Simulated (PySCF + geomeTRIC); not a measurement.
Calculation: BP86-D3(BJ)/def2-SVP (PySCF + geomeTRIC). fastk is a local helper that only speeds up exchange builds. No frequencies were computed at this level.

```python
import json, numpy as np
from pyscf import gto, dft
from fastk import lowrank_exchange
atoms = """
Zr     0.000044     0.002046     0.002918
C      0.906854     1.947763    -0.634827
H      1.579577     1.815796    -1.501504
H      1.501934     2.404824     0.176354
H      0.133390     2.680316    -0.927856
C     -1.135461     0.288342     1.911706
H     -0.458246     0.485147     2.762566
H     -1.732142    -0.606345     2.166983
H     -1.835150     1.141447     1.844443
C     -1.394093    -0.726243    -1.590334
H     -2.263124    -0.054326    -1.708229
H     -1.785948    -1.732685    -1.357709
H     -0.890864    -0.788270    -2.571892
C      1.622718    -1.508891     0.314844
H      2.391896    -1.141018     1.017465
H      2.134262    -1.755030    -0.633042
H      1.224357    -2.452875     0.728119
"""
def scf(charge, spin, dm0=None):
    mol = gto.M(atom=atoms, basis='def2-svp', ecp={'Zr': 'def2-svp'}, charge=charge, spin=spin, verbose=3, max_memory=10080)
    mf = dft.KS(mol, xc='bp86').density_fit(auxbasis="def2-universal-jkfit")
    mf.disp = 'd3bj'
    mf.grids.level = 3
    mf.conv_tol = 1e-8
    mf.max_cycle = 120
    mf.level_shift = 0.25
    mf.kernel(dm0)
    if not mf.converged:
        mf = mf.newton().run(mf.mo_coeff, mf.mo_occ).undo_soscf()
    return mf
mf = scf(0, 0)
from pyscf.geomopt.geometric_solver import kernel as optimize
path = []
done, mol = optimize(mf, maxsteps=120, assert_convergence=False, callback=lambda env: path.append((env["energy"], bool(env["g_scanner"].converged))))
res = dict(converged=bool(done and path[-1][1]), energy=path[-1][0], path=[e for e, c in path], xyz=mol.atom_coords(unit="Angstrom").tolist(), nao=mol.nao)
json.dump(res, open("result.json", "w"))
```

Output:

```
converged SCF energy = -206.644370529208
Geometry optimization cycle 1
converged SCF energy = -206.644370529965
cycle 1: E = -206.64437053  dE = -206.644  norm(grad) = 0.0279326
Geometry optimization cycle 2
converged SCF energy = -206.645201239592
cycle 2: E = -206.64520124  dE = -0.00083071  norm(grad) = 0.00201396
Geometry optimization cycle 3
converged SCF energy = -206.645245340467
cycle 3: E = -206.64524534  dE = -4.41009e-05  norm(grad) = 0.00130272
Geometry optimization cycle 4
converged SCF energy = -206.645256314645
cycle 4: E = -206.645256315  dE = -1.09742e-05  norm(grad) = 0.000558684
Geometry optimization cycle 5
converged SCF energy = -206.645274747537
cycle 5: E = -206.645274748  dE = -1.84329e-05  norm(grad) = 0.00096051
Geometry optimization cycle 6
converged SCF energy = -206.645323666809
cycle 6: E = -206.645323667  dE = -4.89193e-05  norm(grad) = 0.00310935
Geometry optimization cycle 7
converged SCF energy = -206.645480779554
cycle 7: E = -206.64548078  dE = -0.000157113  norm(grad) = 0.00870964
Geometry optimization cycle 8
converged SCF energy = -206.645568461309
cycle 8: E = -206.645568461  dE = -8.76818e-05  norm(grad) = 0.0191485
Geometry optimization cycle 9
converged SCF energy = -206.645926558054
cycle 9: E = -206.645926558  dE = -0.000358097  norm(grad) = 0.0131489
Geometry optimization cycle 10
converged SCF energy = -206.646558568411
cycle 10: E = -206.646558568  dE = -0.00063201  norm(grad) = 0.00704211
Geometry optimization cycle 11
converged SCF energy = -206.647343623288
cycle 11: E = -206.647343623  dE = -0.000785055  norm(grad) = 0.00263564
Geometry optimization cycle 12
converged SCF energy = -206.6474146934
cycle 12: E = -206.647414693  dE = -7.10701e-05  norm(grad) = 0.00165591
Geometry optimization cycle 13
converged SCF energy = -206.647462174345
cycle 13: E = -206.647462174  dE = -4.74809e-05  norm(grad) = 0.000738474
Geometry optimization cycle 14
converged SCF energy = -206.647469954763
cycle 14: E = -206.647469955  dE = -7.78042e-06  norm(grad) = 0.000603267
Geometry optimization cycle 15
converged SCF energy = -206.64747472166
cycle 15: E = -206.647474722  dE = -4.7669e-06  norm(grad) = 0.000423619
Geometry optimization cycle 16
converged SCF energy = -206.647482361225
cycle 16: E = -206.647482361  dE = -7.63957e-06  norm(grad) = 0.000379201
Geometry optimization cycle 17
converged SCF energy = -206.647490394786
cycle 17: E = -206.647490395  dE = -8.03356e-06  norm(grad) = 0.000629994
Geometry optimization cycle 18
converged SCF energy = -206.647497746307
cycle 18: E = -206.647497746  dE = -7.35152e-06  norm(grad) = 0.000712029
Geometry optimization cycle 19
converged SCF energy = -206.647504377621
cycle 19: E = -206.647504378  dE = -6.63131e-06  norm(grad) = 0.000621824
Geometry optimization cycle 20
converged SCF energy = -206.647512741281
cycle 20: E = -206.647512741  dE = -8.36366e-06  norm(grad) = 0.000591633
Geometry optimization cycle 21
converged SCF energy = -206.647525080626
cycle 21: E = -206.647525081  dE = -1.23393e-05  norm(grad) = 0.000935784
Geometry optimization cycle 22
converged SCF energy = -206.647539449453
cycle 22: E = -206.647539449  dE = -1.43688e-05  norm(grad) = 0.00128169
Geometry optimization cycle 23
converged SCF energy = -206.647551834794
cycle 23: E = -206.647551835  dE = -1.23853e-05  norm(grad) = 0.00111374
Geometry optimization cycle 24
converged SCF energy = -206.647559216467
cycle 24: E = -206.647559216  dE = -7.38167e-06  norm(grad) = 0.000603815
Geometry optimization cycle 25
converged SCF energy = -206.647561503185
cycle 25: E = -206.647561503  dE = -2.28672e-06  norm(grad) = 0.000299719
Geometry optimization cycle 26
converged SCF energy = -206.647562419385
cycle 26: E = -206.647562419  dE = -9.162e-07  norm(grad) = 0.000212413
Geometry optimization cycle 27
converged SCF energy = -206.647562836883
cycle 27: E = -206.647562837  dE = -4.17497e-07  norm(grad) = 0.000201896
Geometry optimization cycle 28
converged SCF energy = -206.647563155384
cycle 28: E = -206.647563155  dE = -3.18502e-07  norm(grad) = 0.000210553
Geometry optimization cycle 29
converged SCF energy = -206.647563351095
cycle 29: E = -206.647563351  dE = -1.9571e-07  norm(grad) = 0.000185171
Geometry optimization cycle 30
converged SCF energy = -206.647563511604
cycle 30: E = -206.647563512  dE = -1.6051e-07  norm(grad) = 0.00015106
Geometry optimization cycle 31
converged SCF energy = -206.647563507347
cycle 31: E = -206.647563507  dE = 4.25777e-09  norm(grad) = 0.000169869
Geometry optimization cycle 32
converged SCF energy = -206.647563664843
cycle 32: E = -206.647563665  dE = -1.57496e-07  norm(grad) = 0.000210711
Geometry optimization cycle 33
converged SCF energy = -206.647563948151
cycle 33: E = -206.647563948  dE = -2.83308e-07  norm(grad) = 0.00025785
Geometry optimization cycle 34
converged SCF energy = -206.647564484929
cycle 34: E = -206.647564485  dE = -5.36778e-07  norm(grad) = 0.000272749
Geometry optimization cycle 35
converged SCF energy = -206.647565035053
cycle 35: E = -206.647565035  dE = -5.50124e-07  norm(grad) = 0.000212886
Geometry optimization cycle 36
converged SCF energy = -206.647565388954
cycle 36: E = -206.647565389  dE = -3.53901e-07  norm(grad) = 0.00013676
Geometry optimization cycle 37
converged SCF energy = -206.647565710415
cycle 37: E = -206.64756571  dE = -3.21461e-07  norm(grad) = 9.55689e-05
Geometry optimization cycle 38
converged SCF energy = -206.647565961022
cycle 38: E = -206.647565961  dE = -2.50607e-07  norm(grad) = 9.06428e-05
Geometry optimization cycle 39
converged SCF energy = -206.647566110993
cycle 39: E = -206.647566111  dE = -1.49971e-07  norm(grad) = 8.14598e-05
Geometry optimization cycle 40
converged SCF energy = -206.647566290966
cycle 40: E = -206.647566291  dE = -1.79972e-07  norm(grad) = 6.04821e-05
<class 'geometric.internal.Distance'> : 16
<class 'geometric.internal.Angle'> : 30
<class 'geometric.internal.Dihedral'> : 36
<class 'geometric.internal.TranslationX'> : 1
<class 'geometric.internal.TranslationY'> : 1
<class 'geometric.internal.TranslationZ'> : 1
<class 'geometric.internal.RotationA'> : 1
<class 'geometric.internal.RotationB'> : 1
<class 'geometric.internal.RotationC'> : 1
Step    0 : Gradient = 6.775e-03/8.904e-03 (rms/max) Energy = -206.6443705300
Step    1 : Displace = 1.937e-02/2.137e-02 (rms/max) Trust = 1.000e-01 (=) Grad = 4.885e-04/9.367e-04 (rms/max) E (change) = -206.6452012396 (-8.307e-04) Quality = 0.890
Step    2 : Displace = 9.167e-03/1.017e-02 (rms/max) Trust = 1.414e-01 (+) Grad = 3.160e-04/4.118e-04 (rms/max) E (change) = -206.6452453405 (-4.410e-05) Quality = 0.767
Step    3 : Displace = 2.493e-03/3.707e-03 (rms/max) Trust = 2.000e-01 (+) Grad = 1.355e-04/2.172e-04 (rms/max) E (change) = -206.6452563146 (-1.097e-05) Quality = 1.518
Step    4 : Displace = 7.758e-03/1.209e-02 (rms/max) Trust = 2.828e-01 (+) Grad = 2.330e-04/2.584e-04 (rms/max) E (change) = -206.6452747475 (-1.843e-05) Quality = 1.593
Step    5 : Displace = 2.628e-02/4.060e-02 (rms/max) Trust = 3.000e-01 (+) Grad = 7.541e-04/1.101e-03 (rms/max) E (change) = -206.6453236668 (-4.892e-05) Quality = 1.607
Step    6 : Displace = 9.547e-02/1.463e-01 (rms/max) Trust = 3.000e-01 (=) Grad = 2.112e-03/3.420e-03 (rms/max) E (change) = -206.6454807796 (-1.571e-04) Quality = 1.574
Step    7 : Displace = 2.338e-01/3.559e-01 (rms/max) Trust = 3.000e-01 (=) Grad = 4.644e-03/7.809e-03 (rms/max) E (change) = -206.6455684613 (-8.768e-05) Quality = 0.374
Step    8 : Displace = 7.067e-02/1.104e-01 (rms/max) Trust = 3.000e-01 (=) Grad = 3.189e-03/5.392e-03 (rms/max) E (change) = -206.6459265581 (-3.581e-04) Quality = 1.415
Step    9 : Displace = 5.313e-02/7.754e-02 (rms/max) Trust = 3.000e-01 (=) Grad = 1.708e-03/3.057e-03 (rms/max) E (change) = -206.6465585684 (-6.320e-04) Quality = 1.639
Step   10 : Displace = 2.611e-01/3.709e-01 (rms/max) Trust = 3.000e-01 (=) Grad = 6.392e-04/7.534e-04 (rms/max) E (change) = -206.6473436233 (-7.851e-04) Quality = 1.081
Step   11 : Displace = 6.813e-02/9.567e-02 (rms/max) Trust = 3.000e-01 (=) Grad = 4.016e-04/6.998e-04 (rms/max) E (change) = -206.6474146934 (-7.107e-05) Quality = 1.503
Step   12 : Displace = 9.061e-02/1.262e-01 (rms/max) Trust = 3.000e-01 (=) Grad = 1.791e-04/3.217e-04 (rms/max) E (change) = -206.6474621743 (-4.748e-05) Quality = 1.120
Step   13 : Displace = 3.676e-02/5.053e-02 (rms/max) Trust = 3.000e-01 (=) Grad = 1.463e-04/2.590e-04 (rms/max) E (change) = -206.6474699548 (-7.780e-06) Quality = 1.012
Step   14 : Displace = 1.509e-02/2.052e-02 (rms/max) Trust = 3.000e-01 (=) Grad = 1.027e-04/2.019e-04 (rms/max) E (change) = -206.6474747217 (-4.767e-06) Quality = 1.201
Step   15 : Displace = 7.423e-03/1.335e-02 (rms/max) Trust = 3.000e-01 (=) Grad = 9.197e-05/1.772e-04 (rms/max) E (change) = -206.6474823612 (-7.640e-06) Quality = 1.411
Step   16 : Displace = 2.006e-02/4.213e-02 (rms/max) Trust = 3.000e-01 (=) Grad = 1.528e-04/2.227e-04 (rms/max) E (change) = -206.6474903948 (-8.034e-06) Quality = 1.448
Step   17 : Displace = 2.755e-02/5.268e-02 (rms/max) Trust = 3.000e-01 (=) Grad = 1.727e-04/3.044e-04 (rms/max) E (change) = -206.6474977463 (-7.352e-06) Quality = 1.628
Step   18 : Displace = 2.498e-02/4.774e-02 (rms/max) Trust = 3.000e-01 (=) Grad = 1.508e-04/3.054e-04 (rms/max) E (change) = -206.6475043776 (-6.631e-06) Quality = 1.573
Step   19 : Displace = 2.071e-02/4.292e-02 (rms/max) Trust = 3.000e-01 (=) Grad = 1.435e-04/2.857e-04 (rms/max) E (change) = -206.6475127413 (-8.364e-06) Quality = 1.453
Step   20 : Displace = 1.935e-02/3.847e-02 (rms/max) Trust = 3.000e-01 (=) Grad = 2.270e-04/3.161e-04 (rms/max) E (change) = -206.6475250806 (-1.234e-05) Quality = 1.319
Step   21 : Displace = 3.164e-02/6.068e-02 (rms/max) Trust = 3.000e-01 (=) Grad = 3.109e-04/6.008e-04 (rms/max) E (change) = -206.6475394495 (-1.437e-05) Quality = 1.200
Step   22 : Displace = 3.789e-02/6.826e-02 (rms/max) Trust = 3.000e-01 (=) Grad = 2.701e-04/5.951e-04 (rms/max) E (change) = -206.6475518348 (-1.239e-05) Quality = 1.264
Step   23 : Displace = 2.636e-02/4.388e-02 (rms/max) Trust = 3.000e-01 (=) Grad = 1.464e-04/3.455e-04 (rms/max) E (change) = -206.6475592165 (-7.382e-06) Quality = 1.351
Step   24 : Displace = 6.251e-03/1.037e-02 (rms/max) Trust = 3.000e-01 (=) Grad = 7.269e-05/1.221e-04 (rms/max) E (change) = -206.6475615032 (-2.287e-06) Quality = 1.429
Step   25 : Displace = 2.396e-03/4.122e-03 (rms/max) Trust = 3.000e-01 (=) Grad = 5.152e-05/8.349e-05 (rms/max) E (change) = -206.6475624194 (-9.162e-07) Quality = 1.513
Step   26 : Displace = 4.896e-03/7.207e-03 (rms/max) Trust = 3.000e-01 (=) Grad = 4.897e-05/1.114e-04 (rms/max) E (change) = -206.6475628369 (-4.175e-07) Quality = 0.884
Step   27 : Displace = 4.422e-03/7.439e-03 (rms/max) Trust = 3.000e-01 (=) Grad = 5.107e-05/1.237e-04 (rms/max) E (change) = -206.6475631554 (-3.185e-07) Quality = 0.916
Step   28 : Displace = 2.717e-03/5.278e-03 (rms/max) Trust = 3.000e-01 (=) Grad = 4.491e-05/9.958e-05 (rms/max) E (change) = -206.6475633511 (-1.957e-07) Quality = 0.651
Step   29 : Displace = 1.159e-03/2.082e-03 (rms/max) Trust = 3.000e-01 (=) Grad = 3.664e-05/5.770e-05 (rms/max) E (change) = -206.6475635116 (-1.605e-07) Quality = 0.460
Step   30 : Displace = 2.801e-03/4.362e-03 (rms/max) Trust = 3.000e-01 (=) Grad = 4.120e-05/9.527e-05 (rms/max) E (change) = -206.6475635073 (+4.258e-09) Quality = -0.012
Step   31 : Displace = 1.486e-03/2.757e-03 (rms/max) Trust = 1.400e-03 (-) Grad = 5.110e-05/1.106e-04 (rms/max) E (change) = -206.6475636648 (-1.575e-07) Quality = 0.544
Step   32 : Displace = 1.288e-03/2.348e-03 (rms/max) Trust = 1.400e-03 (=) Grad = 6.254e-05/1.162e-04 (rms/max) E (change) = -206.6475639482 (-2.833e-07) Quality = 0.470
Step   33 : Displace = 1.284e-03/2.148e-03 (rms/max) Trust = 1.400e-03 (=) Grad = 6.615e-05/1.083e-04 (rms/max) E (change) = -206.6475644849 (-5.368e-07) Quality = 0.593
Step   34 : Displace = 1.500e-03/2.470e-03 (rms/max) Trust = 1.400e-03 (=) Grad = 5.163e-05/6.573e-05 (rms/max) E (change) = -206.6475650351 (-5.501e-07) Quality = 0.527
Step   35 : Displace = 1.376e-03/2.618e-03 (rms/max) Trust = 1.400e-03 (=) Grad = 3.317e-05/5.546e-05 (rms/max) E (change) = -206.6475653890 (-3.539e-07) Quality = 0.327
Step   36 : Displace = 1.364e-03/2.371e-03 (rms/max) Trust = 1.400e-03 (=) Grad = 2.318e-05/5.377e-05 (rms/max) E (change) = -206.6475657104 (-3.215e-07) Quality = 0.279
Step   37 : Displace = 1.376e-03/2.445e-03 (rms/max) Trust = 1.400e-03 (=) Grad = 2.198e-05/4.172e-05 (rms/max) E (change) = -206.6475659610 (-2.506e-07) Quality = 0.261
Step   38 : Displace = 1.373e-03/2.621e-03 (rms/max) Trust = 1.400e-03 (=) Grad = 1.976e-05/2.780e-05 (rms/max) E (change) = -206.6475661110 (-1.500e-07) Quality = 0.213
Step   39 : Displace = 6.222e-04/1.113e-03 (rms/max) Trust = 6.864e-04 (-) Grad = 1.455e-05/1.861e-05 (rms/max) E (change) = -206.6475662910 (-1.800e-07) Quality = 0.710
Converged! =D
```

Cost: very roughly 19 core-minutes.
